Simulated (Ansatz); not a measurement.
Consider the redistribution: `[F][AlH][SiH2]Cl` + `CN([SiH3])[SiH](O)O` → `C[N]([SiH3])[AlH][F]` + `O[SiH](O)[SiH2]Cl`.

Calculated with Ansatz (gas phase, PBE0-D4/def2-TZVP geometries, no zero-point term in ΔE). CCSD(T)/CBS is the MP2 limit (def2-TZVPP, def2-QZVPP) plus CCSD(T) − MP2 in def2-TZVPP, frozen cores. Functionals use def2-TZVPP. B3LYP here is the variant with VWN-RPA as its local correlation; programs differ in this. One conformer a species, not always the lowest.

```tsv
level	ΔE (kcal/mol)	difference from CCSD(T)/CBS
PBE-D4	-2.3	-0.5
r2SCAN-D4	-2.6	-0.8
PBE0-D4	-1.6	0.2
B3LYP-D4	-2.5	-0.7
ωB97X-V	-1.9	-0.1
ωB97M-V	-1.8	0.0
B2PLYP	-2.7	-0.9
PBE	-2.6	-0.8
r2SCAN	-2.7	-0.9
PBE0	-1.9	-0.1
B3LYP	-2.9	-1.1
HF/def2-TZVPP	-1.5	0.3
MP2/def2-TZVPP	-2.4	-0.6
SCS-MP2/def2-TZVPP	-2.5	-0.7
CCSD/def2-TZVPP	-1.7	0.1
CCSD(T)/def2-TZVPP	-1.7	0.1
HF/def2-QZVPP	-1.5	0.3
MP2/def2-QZVPP	-2.4	-0.6
SCS-MP2/def2-QZVPP	-2.5	-0.7
HF/CBS(def2)	-1.5	0.3
MP2/CBS(def2)	-2.5	-0.7
CCSD/CBS(def2)	-1.8	0.0
CCSD(T)/CBS	-1.8	0
```

Largest T1 diagnostic among the species: 0.012.

From PBE to PBE0 (25 % exact exchange), in def2-TZVPP and without D4, ΔE moves by +0.7 kcal/mol.
